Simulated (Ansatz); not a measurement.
Ideal-gas functions of `[OH2+][In-]([Cl])([Cl])[Cl]` at 500 K and 1 bar, from an Ansatz frequency run at PBE0-D4/def2-TZVP.

Molar mass 239.19 g/mol, point group Cs (symmetry number 1), electronic degeneracy 1, moments of inertia 382.113, 386.648, 570.731 u Å². Harmonic wavenumbers (cm⁻¹, unscaled): 74, 77, 87, 92, 110, 192, 281, 341, 375, 386, 475, 587, 1621, 3782, 3880.

Use S(trans) = R[1.5 ln M + 2.5 ln T − 1.1517]; rotational temperatures θ = 24.2544 K / I; S(rot) = R[ln(√π/σ · √(T³/θAθBθC)) + 1.5]; for each mode x = 1.438777 ν̃/T, S = R[x/(eˣ − 1) − ln(1 − e⁻ˣ)] and H = RT x/(eˣ − 1); 1 cm⁻¹ = 0.0119627 kJ/mol; R = 8.31446 J/(mol·K).

By hand: the entropy, in J/(mol·K).

Translation 187.9. Rotation: θ = 0.0635, 0.0627, 0.0425 K, giving 130.8. Vibration, mode by mode: 21.19, 20.86, 19.85, 19.39, 17.91, 13.35, 10.30, 8.80, 8.07, 7.86, 6.33, 4.88, 0.45, 0.00, 0.00, in all 159.3. Electronic 0.0. Sum 478.0 J/(mol·K).

By hand: H − E and G − E in kJ/mol, counted from the electronic energy.

Zero-point energy ½ × 12360 × 0.0119627 = 73.9; thermal vibration 34.8; translation, rotation and pV give 4 RT = 16.6. H − E = 125.3 kJ/mol, and G − E = 125.3 − 500 × 478.0/1000 = -113.7 kJ/mol.

Vibration gives 33 % of the entropy, 99.2 J/(mol·K) of it from the modes under 150 cm⁻¹: soft modes count most, and the harmonic formula is weakest for them. The sum counts one conformer and one mirror image; others add a mixing term.
